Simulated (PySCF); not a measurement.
# Polarisability and C₆ of F (fluorine, neutral)

[He] 2s2 2p5, 2P determinant. Computed with PySCF 2.14 in x2c-QZVPPall with one added diffuse shell each of s, p, d, f type (8s5p4d3f1g, 73 functions), with the spin-free X2C one-electron Hamiltonian (Gaussian nucleus). Coupled (time-dependent) response in atomic units; α is the mean over directions.

```json
{"method": "UHF", "mean α (bohr³)": "3.256", "α xx, yy, zz": "3.069, 3.349, 3.349", "C₆ (like pair)": "8.478", "S(−4)": "4.064"}
{"method": "PBE", "mean α (bohr³)": "4.052", "α xx, yy, zz": "3.648, 4.254, 4.254", "C₆ (like pair)": "11.10", "S(−4)": "7.578"}
{"method": "PBE0", "mean α (bohr³)": "3.761", "α xx, yy, zz": "3.441, 3.920, 3.920", "C₆ (like pair)": "10.13", "S(−4)": "6.112"}
{"method": "r2SCANh", "mean α (bohr³)": "3.743", "α xx, yy, zz": "3.413, 3.908, 3.908", "C₆ (like pair)": "10.30", "S(−4)": "5.740"}
{"method": "M06-L", "mean α (bohr³)": "3.783", "α xx, yy, zz": "3.450, 3.950, 3.950", "C₆ (like pair)": "10.26", "S(−4)": "6.086"}
```

S(−4) is the Cauchy moment in α(ω) = α(0) + S(−4) ω² + …

Reference α: 3.74 ± 0.08 bohr³ (recommended; Schwerdtfeger and Nagle, table of static dipole polarizabilities (2023 update)). Published C₆: 9.520 (Chu and Dalgarno (2004); Tang, Norbeck and Certain (1976)).

α(iu) at M06-L:

```csv
u (hartree),α(iu) (bohr³)
0,3.783
0.0500,3.768
0.100,3.724
0.200,3.562
0.300,3.334
0.500,2.815
0.750,2.230
1.00,1.776
1.50,1.185
2.00,0.8434
3.00,0.4876
5.00,0.2211
```

A single London oscillator, α(iu) = α/(1 + u²/ω²), gives C₆ = (3/4) ω α². Matching the computed C₆ needs ω = 4 × 10.26 / (3 × 3.783²) = 0.956 hartree.

The components differ because the open shell of this determinant is not spherical; for a pure term their mean is the scalar polarisability.
